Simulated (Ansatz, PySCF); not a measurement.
GaCl₂I, SMILES [Cl][Ga]([Cl])[I]. Atoms are numbered in the order given.

```xyz
4

Ga     0.0000     0.0000     0.7854
Cl     0.0000     1.8225     1.8850
Cl     0.0000    -1.8225     1.8850
I      0.0000     0.0000    -1.6686
```

Coordinates come from a PBE0-D3(BJ)/def2-SVP optimisation. The structure was generated by enumeration; whether it is a known compound was not checked. The def2 effective core potentials stand for the cores of I; spin–orbit coupling is left out.

Vertical ionisation energy (IE) and electron affinity (EA) in eV. Rows of orbital energies are one-electron estimates. Where ΔSCF, EOM or ADC give a negative EA the extra electron is unbound and the value depends on the basis.

```csv
level,IE,EA
"−ε(HOMO), −ε(LUMO), ωB97X/def2-TZVP (PySCF)",10.53,0.27
"−ε(HOMO), −ε(LUMO), PBE/def2-TZVP (PySCF)",7.12,3.10
"ΔSCF, CAM-B3LYP/def2-SVPD (Ansatz), final states of multiplicity 2 and 2",10.55,0.84
"ΔSCF, PBE/def2-SVPD (Ansatz), final states of multiplicity 2 and 2",10.06,0.96
```

**Question.** What vertical singlet–triplet gap does ΔSCF give with CAM-B3LYP/def2-SVPD (Ansatz, a first-principles code) and with PBE/def2-SVPD (Ansatz)? (Estimate from the structure and the level; the computed values follow.)

**Answer.** 4.59 and 4.14 eV (triplet above singlet where positive).
